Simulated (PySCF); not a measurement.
Structure problem from calculated spectra and properties.

Formula: C7H10OSSi.

* Dipole: 1.77 D [PBE0/pcSseg-1]
* 13C NMR: chemical shifts (computed TMS as zero) by class: 205.4 (1 C), 157.5 (1 C), 125.6 (1 C), 109.0 (1 C), 107.4 (1 C), 59.4 (1 C), 24.7 (1 C) ppm [GIAO PBE0/pcSseg-1]
* 1H NMR: chemical shifts (computed TMS as zero) by class: 6.91 (1 H), 5.81 (1 H), 4.93 (2 H), 4.29 (3 H), 1.92 (3 H) ppm [GIAO PBE0/pcSseg-1]
* Rotational structure: rotational constants A, B, C: 2.686, 0.298, 0.283 GHz [GFN2-xTB]
* NMR, other nuclei: isotropic shieldings of nuclei other than C and H, by class: 63 (1 O), 430 (1 Si), -81 (1 S) ppm [GIAO PBE0/pcSseg-1]

Electronic properties: PySCF, gas phase, density fitting. Levels stand in brackets. One conformer (not necessarily the lowest) at the GFN2-xTB geometry, without solvent, vibrations or thermal averaging. Each NMR value is the plain mean over a class of atoms that symmetry, rotation or inversion makes alike.

Q: Give a SMILES that accounts for the data.

A: Numbering: `[CH3:1]/[CH:2]=[CH:3]\[SiH2:4][C:5]#[C:6][C:7](=[S:8])[O:9][CH3:10]`. Its formula, C7H10OSSi, gives 4 degrees of unsaturation: 0 rings and 4 π bonds in the structure found. 7 carbons fall into 7 classes; from least to most shielded: thiocarbonyl carbon [C7] (205.4 ppm), alkene CH carbon [C2] (157.5 ppm), alkene CH carbon [C3] (125.6 ppm), alkyne carbon [C5] (109.0 ppm), alkyne carbon [C6] (107.4 ppm), methoxy carbon [C10] (59.4 ppm), allylic carbon [C1] (24.7 ppm). Hydrogen classes from least to most shielded: 1 H on an alkene CH carbon, C2 (6.91 ppm), 1 H on an alkene CH carbon, C3 (5.81 ppm), 2 H on an SiH2 silicon, Si4 (4.93 ppm), 3 H on a methoxy carbon, C10 (4.29 ppm), 3 H on an allylic carbon, C1 (1.92 ppm). The other shieldings belong to: 63 ppm, oxygen bonded to 2 C [O9]; 430 ppm, SiH2 silicon [Si4]; -81 ppm, thiocarbonyl sulfur [S8]. The optimised geometry has point group C1 and is an asymmetric top. Structure: `C/C=C\[SiH2]C#CC(=S)OC`. Computed isomers that give other values at the same levels: `C=C1C=C(O[SiH3])/C1=C/SC` (13C chemical shifts (computed TMS as zero) by class: 166.7 (1 C), 147.7 (1 C), 141.4 (1 C), 127.7 (1 C), 117.9 (1 C), 99.9 (1 C), 22.5 (1 C) ppm); `C=C1C=C(O[SiH3])/C1=C\SC` (13C chemical shifts (computed TMS as zero) by class: 170.6 (1 C), 148.5 (1 C), 140.6 (1 C), 123.3 (1 C), 119.3 (1 C), 93.9 (1 C), 22.3 (1 C) ppm); `C=CO[Si@H](C#CC)SC=C` (13C chemical shifts (computed TMS as zero) by class: 150.3 (1 C), 133.3 (1 C), 121.5 (1 C), 113.9 (1 C), 102.3 (1 C), 85.2 (1 C), 5.6 (1 C) ppm). The assignments are read from this structure; whether some other isomer fits the data as well wasn't checked.

The values belong to the conformer `[CH3:1]/[CH:2]=[CH:3]\[SiH2:4][C:5]#[C:6][C:7](=[S:8])[O:9][CH3:10]`: C2–C3–Si4–C5 -165°, C6–C7–O9–C10 179°.
